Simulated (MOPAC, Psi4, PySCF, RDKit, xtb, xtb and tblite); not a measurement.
Two geometries of C6H12Si3, SMILES [SiH3][SiH2][SiH2]c1ccccc1, relaxed at GFN2-xTB with one dihedral held; other torsions can differ between them too.

Structure A

```
21

Si    -2.4871    -1.2638     0.3974
Si    -2.5248     1.0487     0.4810
Si    -0.6045     2.1142    -0.2772
C     -1.0280     3.2382    -1.7329
C     -1.3083     2.6904    -2.9811
C     -1.6654     3.4893    -4.0514
C     -1.7538     4.8621    -3.8900
C     -1.4827     5.4255    -2.6547
C     -1.1255     4.6181    -1.5899
H     -2.4224    -1.7584    -0.9811
H     -3.6500    -1.9125     1.0069
H     -1.3094    -1.8034     1.0835
H     -3.6890     1.5506    -0.2716
H     -2.8098     1.4788     1.8614
H      0.4014     1.1505    -0.7536
H      0.0718     2.9501     0.7246
H     -1.2403     1.6189    -3.1153
H     -1.8757     3.0434    -5.0133
H     -2.0324     5.4898    -4.7241
H     -1.5498     6.4962    -2.5225
H     -0.9144     5.0657    -0.6285
```

Structure B

```
21

Si    -2.4552    -1.2461     0.3901
Si    -2.5201     1.0682     0.4487
Si    -0.5710     2.1153    -0.2537
C     -0.2460     1.5970    -2.0393
C      0.1182     0.2849    -2.3271
C      0.3242    -0.1336    -3.6284
C      0.1636     0.7593    -4.6752
C     -0.2019     2.0679    -4.4093
C     -0.4041     2.4774    -3.1034
H     -2.4897    -1.7570    -0.9831
H     -3.5531    -1.9037     1.1025
H     -1.2176    -1.7569     0.9903
H     -3.6606     1.5503    -0.3501
H     -2.8477     1.5264     1.8102
H      0.5984     1.6999     0.5377
H     -0.5744     3.5848    -0.2273
H      0.2459    -0.4192    -1.5150
H      0.6099    -1.1566    -3.8291
H      0.3235     0.4362    -5.6937
H     -0.3283     2.7696    -5.2217
H     -0.6881     3.5014    -2.9036
```

### Question
Which is lower in energy at the level PBE0-D3(BJ)/def2-SVP // GFN2-xTB in Psi4 1.11, and by how much?

### Answer
B is lower, by 6.02 kJ/mol (dihedral Si1–Si2–Si3–C4: 120° in A, 60° in B).

E(B) − E(A) in kJ/mol at the other levels, on the same two geometries: GFN2-xTB (xtb and tblite) -3.33; MMFF94 // GFN2-xTB (RDKit) -5.87; PBE0/def2-SVP // GFN2-xTB (Psi4) -3.62; PBE/def2-SVP // GFN2-xTB (Psi4) -3.36; PBE-D3(BJ)/def2-SVP // GFN2-xTB (Psi4) -5.70; UFF // GFN2-xTB (RDKit) -7.05; PM6, restricted, heats of formation // GFN2-xTB (MOPAC) -2.55; PM3, restricted, heats of formation // GFN2-xTB (MOPAC) 0.34; GFN1-xTB // GFN2-xTB (xtb) -4.36; restricted B3LYP/6-31G*, spherical d, density fitting // GFN2-xTB (PySCF) -1.55; restricted LDA (SVWN5)/6-31G*, spherical d, density fitting // GFN2-xTB (PySCF) -4.73; restricted B3LYP/6-311+G**, spherical d, density fitting // GFN2-xTB (PySCF) -1.43; restricted MP2 (frozen core)/6-31G*, spherical d // GFN2-xTB (PySCF) -4.64.
